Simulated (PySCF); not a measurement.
How methods differ on the excitation energy of Yb

Yb [Xe] 4f14 6s2 (1S) → Yb [Xe] 4f14 5d2 (3F), as a difference of total energies. Computed with PySCF 2.14 in x2c-TZVPPall, with scalar relativity by spin-free X2C-1e. Correlated levels: valence: [Kr] 4d10 frozen; valence and next inner shell: [Ar] 3d10 frozen. The calculations carry no spin-orbit coupling.

```tsv
method	excitation energy (cm⁻¹)
UHF	47451
MN15	52755
M06-2X	53809
B2PLYP	50871
MP2 (valence)	53524
SCS-MP2 (valence)	54635
MP2 (valence and next inner shell)	53816
SCS-MP2 (valence and next inner shell)	54881
```

The upper state lies above the first ionisation limit, where it may autoionise and the basis confines it.
